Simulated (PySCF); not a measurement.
An unknown is described by computed data only.

Formula: C5H9FP; charge +1.

- XPS: P2p3/2 143.7, C1s 295.1, C1s 296.3, C1s 296.4, C1s 296.4, C1s 297.6, F1s 697.4, P1s 2157.4 eV [ΔSCF SCAN, pcX-2 on the ionised atom, pcseg-1 elsewhere, spin-free X2C, 2p3/2 from a spin–orbit splitting computed afterwards within the 2p shell]
- UV, strongest line: among the 10 lowest singlet transitions: S4 at 7.15 eV (173 nm, f = 0.122) [TDDFT PBE0/def2-SVPD]
- 13C NMR: chemical shifts (computed TMS as zero) by class: 161.4 (1 C), 107.8 (1 C), 19.5 (1 C), 16.6 (1 C), 3.1 (1 C) ppm [GIAO HF/pcSseg-1]
- UV, first state: lowest singlet excitation: 6.04 eV (205 nm, f = 0.007) [TDDFT PBE0/def2-SVPD]
- NMR, other nuclei: isotropic shieldings of nuclei other than C and H, by class: 323 (1 F), 367 (1 P) ppm [GIAO HF/pcSseg-1]
- Rotational structure: rotational constants A, B, C: 3.960, 1.574, 1.341 GHz [PBE0-D3(BJ)/def2-SVP]

Electronic properties: PySCF, gas phase, density fitting. Levels stand in brackets. NMR shifts are as computed; neighbouring signals can stand in another order in a measured spectrum. Isolated species at its PBE0-D3(BJ)/def2-SVP geometry (one conformer only). NMR values are class means; diastereotopic atoms form classes of their own.

Question: What is the compound? Reason from the data.

Answer: Numbering: `[CH3:1][P@@H+:2]1[CH2:3][CH:4]=[C:5]([F:6])[CH2:7]1`. 5 carbons fall into 5 classes; from least to most shielded: vinylic C–F carbon [C5] (161.4 ppm), alkene CH carbon [C4] (107.8 ppm), ring sp3 carbon bound to phosphorus [C7] (19.5 ppm), ring sp3 carbon bound to phosphorus [C3] (16.6 ppm), chain sp3 carbon bound to phosphorus [C1] (3.1 ppm). The other shieldings belong to: 323 ppm, vinyl fluorine [F6]; 367 ppm, phosphonium phosphorus [P2]. The core levels belong to: P2p3/2 143.7 eV, phosphonium phosphorus [P2]; C1s 295.1 eV, alkene CH carbon [C4]; C1s 296.3 eV, sp3 carbon bound to phosphorus [C3]; C1s 296.4 eV, sp3 carbon bound to phosphorus [C1]; C1s 296.4 eV, sp3 carbon bound to phosphorus [C7]; C1s 297.6 eV, vinylic C–F carbon [C5]; F1s 697.4 eV, vinyl fluorine [F6]; P1s 2157.4 eV, phosphonium phosphorus [P2]. The hole state at 297.6 eV has ⟨S²⟩ = 0.82 against 0.75, so that value is less sure. S1 is mainly HOMO→LUMO (weight 0.85); the largest Löwdin shares of the orbital it empties are 0.34 on the alkene CH carbon, 0.28 on the vinylic C–F carbon, 0.13 on the vinyl fluorine and 0.08 on an sp3 carbon bound to phosphorus, of the orbital it fills 0.28 on the phosphonium phosphorus, 0.12 on the alkene CH carbon, 0.12 on the vinylic C–F carbon and 0.10 on an sp3 carbon bound to phosphorus. The optimised geometry has point group C1 and is an asymmetric top. Structure: `C[P@@H+]1CC=C(F)C1`. The assignments are read from this structure; whether some other isomer fits the data as well wasn't checked. The mirror image fits equally.
